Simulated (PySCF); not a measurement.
# Ionisation energy of Sc²⁺ by level of theory

Sc²⁺ [Ar] 3d1 [3d3/2^1, M_J = 3/2] → Sc³⁺ [Ar], as a difference of total energies. All numbers are calculated (PySCF 2.14, the two-component X2C-1e Hamiltonian, in x2c-TZVPall-2c). Correlated levels: [Ne] frozen. "Screened" scales the spin-orbit matrix elements by Boettger's factors to mimic the two-electron term; Breit and QED terms are absent.

| method | ionisation energy (eV) | error (eV) |
| --- | --- | --- |
| GHF (spin-free) | 23.760 | -0.997 |
| GMP2 (spin-free) | 23.835 | -0.922 |
| GHF (screened spin-orbit) | 23.774 | -0.983 |
| GMP2 (screened spin-orbit) | 23.852 | -0.905 |

Reference: 24.757 eV (measured; NIST Atomic Spectra Database, ionization energies).

Errors of the correlated levels include the incompleteness of this basis and the frozen core.
